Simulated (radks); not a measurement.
Valence configurations of the lead ion Pb+. Method: Dirac Kohn-Sham, LDA (Slater exchange, Perdew-Wang correlation), spin-unpolarised, spherical densities, point nucleus; open shells fill j = l - 1/2 first; computed with a radial shooting solver on a logarithmic mesh with Libxc functionals. Order these by energy: [Xe] 4f14 5d10 6s0.5 6p2.5; [Xe] 4f14 5d10 6s1.5 6p1.5; [Xe] 4f12 5d10 6s2 6p3; [Hg] 6p1; [Xe] 4f14 5d8 6s2 6p3; [Xe] 4f14 5d10 6s1 6p2; [Xe] 4f14 5d10 6p3; [Xe] 4f12 5d9.5 6s2 6p3.5; [Xe] 4f13 5d10 6s2 6p2; [Xe] 4f14 5d9.5 6s2 6p1.5.

Answer. From the lowest, in eV above it: [Hg] 6p1 0.000; [Xe] 4f14 5d10 6s1.5 6p1.5 3.990; [Xe] 4f14 5d10 6s1 6p2 8.021; [Xe] 4f14 5d9.5 6s2 6p1.5 8.429; [Xe] 4f14 5d10 6s0.5 6p2.5 13.101; [Xe] 4f14 5d10 6p3 18.276; [Xe] 4f14 5d8 6s2 6p3 40.154; [Xe] 4f13 5d10 6s2 6p2 135.23; [Xe] 4f12 5d10 6s2 6p3 290.79; [Xe] 4f12 5d9.5 6s2 6p3.5 305.11. NIST lists [Hg] 6p1 as the ground configuration; this level of theory agrees among the configurations tried. The energies are those of spherical spin-averaged densities, not of single terms.
